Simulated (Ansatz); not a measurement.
C25H18O2S⁺, that is S-phenyldibenzothiophenium benzoate with one electron fewer. Charge 1, multiplicity 2. Geometry r2SCAN-D4/def2-SVP, that of the neutral singlet; atoms count from 1.

```xyz
46

O    -1.8868    0.7306   -1.0857
C    -0.9476    1.5281   -1.2464
O     0.2205    1.4530   -0.7251
C    -1.1664    2.7293   -2.1502
C    -2.4229    2.9310   -2.7381
C    -2.6438    4.0287   -3.5729
C    -1.6066    4.9332   -3.8295
C    -0.3495    4.7359   -3.2466
C    -0.1315    3.6392   -2.4091
H    -3.2100    2.2040   -2.5190
H    -3.6275    4.1831   -4.0280
H    -1.7784    5.7931   -4.4847
H     0.4625    5.4424   -3.4477
H     0.8384    3.4605   -1.9378
C     3.8540   -2.8428    3.3328
C     4.3092   -1.5876    2.9253
C     3.5058   -0.7867    2.1050
C     2.2510   -1.2549    1.7063
S     1.2943   -0.0957    0.6413
C    -0.2291   -0.0670    1.5736
C    -0.4521    0.6951    2.7116
C    -1.7177    0.6111    3.3013
C    -2.7073   -0.2120    2.7446
C    -2.4603   -0.9598    1.5928
C    -1.2033   -0.8905    0.9820
C    -0.7227   -1.5703   -0.2177
C    -1.4013   -2.4557   -1.0627
C    -0.7429   -2.9895   -2.1710
C     0.5885   -2.6523   -2.4560
C     1.2891   -1.7710   -1.6266
C     0.6150   -1.2626   -0.5248
C     1.7858   -2.5120    2.1092
C     2.5953   -3.3035    2.9241
H     4.4816   -3.4700    3.9721
H     5.2919   -1.2274    3.2423
H     3.8526    0.1978    1.7753
H     0.3263    1.3392    3.1274
H    -1.9347    1.1980    4.1974
H    -3.6937   -0.2586    3.2139
H    -3.2486   -1.5748    1.1516
H    -2.4477   -2.7029   -0.8674
H    -1.2785   -3.6716   -2.8368
H     1.0824   -3.0716   -3.3363
H     2.3221   -1.4881   -1.8420
H     0.8023   -2.8663    1.7885
H     2.2425   -4.2881    3.2441
```

Single mean-field runs in def2-TZVP are fitted with def2-universal-jkfit. In the doublet geometry the species has come apart into loosely held pieces.

Q: Estimate the Mulliken populations of the heavy atoms from the PBE0/def2-TZVP orbitals of Ansatz.

A: 
| atom | charge (e) | spin (α − β) |
| --- | --- | --- |
| O1 | -0.14 | 0.75 |
| C2 | 0.45 | -0.06 |
| O3 | -0.46 | 0.06 |
| C4 | 0.11 | 0.11 |
| C5 | -0.18 | 0.00 |
| C6 | -0.11 | 0.00 |
| C7 | -0.09 | 0.00 |
| C8 | -0.09 | 0.02 |
| C9 | -0.19 | 0.00 |
| C15 | -0.10 | 0.00 |
| C16 | -0.12 | 0.00 |
| C17 | -0.23 | 0.00 |
| C18 | 0.14 | 0.00 |
| S19 | 0.22 | 0.00 |
| C20 | 0.19 | 0.02 |
| C21 | -0.15 | -0.01 |
| C22 | -0.11 | 0.05 |
| C23 | -0.08 | -0.02 |
| C24 | -0.25 | 0.03 |
| C25 | 0.08 | 0.03 |
| C26 | 0.06 | 0.02 |
| C27 | -0.26 | -0.01 |
| C28 | -0.09 | 0.00 |
| C29 | -0.12 | -0.01 |
| C30 | -0.15 | 0.00 |
| C31 | 0.20 | -0.01 |
| C32 | -0.17 | 0.00 |
| C33 | -0.12 | 0.00 |
Mulliken values depend strongly on the basis.

Q: Where does the spin sit?

A: Summed by element: O 0.81, C 0.19, H 0.00, S 0.00, of 1 unpaired in all. Largest on single atoms: O1 0.75, C4 0.11, O3 0.06.

Q: And the Mayer bond orders between heavy atoms (over 0.3)?

A: O1–C2 1.44 (1.24 Å); C2–O3 1.63 (1.28 Å); C2–C4 0.92 (1.52 Å); C4–C5 1.36 (1.40 Å); C4–C9 1.38 (1.40 Å); C5–C6 1.44 (1.40 Å); C6–C7 1.41 (1.40 Å); C7–C8 1.40 (1.40 Å); C8–C9 1.44 (1.40 Å); C15–C16 1.44 (1.40 Å); C15–C33 1.39 (1.40 Å); C16–C17 1.43 (1.40 Å); C17–C18 1.35 (1.40 Å); C18–S19 0.88 (1.84 Å); C18–C32 1.35 (1.40 Å); S19–C20 0.91 (1.79 Å); S19–C31 0.90 (1.78 Å); C20–C21 1.40 (1.39 Å); C20–C25 1.27 (1.41 Å); C21–C22 1.39 (1.40 Å); C22–C23 1.37 (1.40 Å); C23–C24 1.47 (1.40 Å); C24–C25 1.41 (1.40 Å); C25–C26 0.89 (1.46 Å); C26–C27 1.45 (1.40 Å); C26–C31 1.27 (1.41 Å); C27–C28 1.46 (1.40 Å); C28–C29 1.38 (1.40 Å); C29–C30 1.41 (1.40 Å); C30–C31 1.38 (1.39 Å); C32–C33 1.46 (1.40 Å).
